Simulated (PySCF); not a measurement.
From results back to the method.

C2H5FS2Si.
Numbering: `[CH2:1]=[CH:2][S:3][Si@H:4]([F:5])[SH:6]` (hydrogens: H7, H8 on C1; H9 on C2; H10 on Si4; H11 on S6)

Cartesian coordinates in Å at the PBE0-D3(BJ)/def2-SVP level; atoms count from 1:
```xyz
11
C2H5FS2Si angstrom
C     -2.009    0.057   -0.403
C     -1.242   -0.747    0.338
S      0.403   -1.286   -0.054
Si     1.199    0.524   -0.844
F      0.573    0.877   -2.303
S      3.294    0.212   -1.077
H     -1.683    0.457   -1.367
H     -3.005    0.334   -0.048
H     -1.603   -1.158    1.286
H      0.843    1.679    0.012
H      3.267   -0.974   -0.430
```

The closed-shell ground state was solved 6 times with PySCF (density fitting, gas phase), always with PBE0, in these basis sets: 6-311+G(2d,p), 6-31G*, STO-3G, def2-TZVP, pcSseg-0 and pcSseg-1.

| row | total energy (Eh) | HOMO (eV) | LUMO (eV) | dipole (D) |
| --- | --- | --- | --- | --- |
| P | -1264.3705 | -7.11 | -0.51 | 2.26 |
| Q | -1264.5560 | -7.19 | -0.84 | 1.94 |
| R | -1262.7221 | -7.60 | -0.85 | 2.93 |
| S | -1249.8532 | -3.84 | 3.36 | 0.95 |
| T | -1264.5307 | -7.21 | -0.94 | 2.00 |
| U | -1264.3735 | -7.31 | -0.80 | 2.19 |

Which basis belongs to which row?

P = 6-31G*, Q = def2-TZVP, R = pcSseg-0, S = STO-3G, T = 6-311+G(2d,p), U = pcSseg-1. From the lowest total energy up: def2-TZVP (234 functions) 0 eV; 6-311+G(2d,p) (216 functions) +0.69 eV; pcSseg-1 (148 functions) +4.97 eV; 6-31G* (106 functions) +5.05 eV; pcSseg-0 (76 functions) +49.90 eV; STO-3G (47 functions) +400.08 eV.

One conformer stands for the species.
